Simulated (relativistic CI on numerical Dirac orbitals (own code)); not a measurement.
## Spin-allowed bands of a d2 ion in a tetrahedral site, by hand

Problem. Take Δ = 7200 cm⁻¹ and B = 710 cm⁻¹ for a d2 ion in a tetrahedral site. Calculate the three spin-allowed bands.

Working.
1. The terms of highest spin are 3F (energy 0) and 3P (15B = 10650 cm⁻¹). Here the F term splits into A2 at −1.2Δ = -8640, T2 at −0.2Δ = -1440 and T1 at +0.6Δ = 4320 cm⁻¹.
2. The two T1 states mix through the element 0.4Δ: H = [[4320, 2880], [2880, 10650]], with roots ½(H₁₁ + H₂₂) ∓ ½√[(H₂₂ − H₁₁)² + 4H₁₂²] = ½(14970) ∓ ½(8558) = 3206 and 11764 cm⁻¹.
3. The ground term is 3A2 at -8640 cm⁻¹.
4. Bands: 3T2 7200 cm⁻¹ (1389 nm), 3T1(F) 11846 cm⁻¹ (844 nm), 3T1(P) 20404 cm⁻¹ (490 nm).

Check. Exact diagonalisation of the whole d2 shell with these parameters gives 3T2 7200, 3T1 11846, 3T1 20404 cm⁻¹. The match is exact, since without spin-orbit coupling no other term has this spin. The ratio of the second band to the first, 1.645, depends on Δ/B = 10.1 alone, which is how a Tanabe-Sugano diagram is read.
